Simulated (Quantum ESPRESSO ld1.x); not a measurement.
The numbers below are computed, except where a source is named.
Q: Species: Sn. Configuration: [Kr] 4d10 5s2 5p1 5d1 (not the ground configuration). Level of theory: Dirac Kohn-Sham, BLYP, spin-unpolarised, spherical densities, point nucleus; open shells are shared between the two j in proportion to 2j + 1 (ld1.x of Quantum ESPRESSO 7.5).

Spin-orbit splittings of the eigenvalues, e(l+1/2) - e(l-1/2), with zeta = 2 splitting/(2l+1) and mean radii in bohr:

| shell | occ. | splitting (eV) | zeta (eV) | <r> j=l-1/2 | <r> j=l+1/2 |
|---|---|---|---|---|---|
| 2p | 6 | ? | ? | 0.1058 | 0.1112 |
| 3p | 6 | 42.13 | 28.08 | 0.3299 | 0.3412 |
| 3d | 10 | 8.697 | 3.479 | 0.3126 | 0.3161 |
| 4p | 6 | 7.600 | 5.067 | 0.8654 | 0.8953 |
| 4d | 10 | 1.045 | 0.4180 | 1.089 | 1.104 |
| 5p | 1 | 0.5497 | 0.3664 | 2.897 | 3.020 |
| 5d | 1 | 0.01088 | 0.004354 | 8.520 | 8.614 |

Estimate the 2p splitting.

A: 230.8 eV (zeta = 153.8 eV).
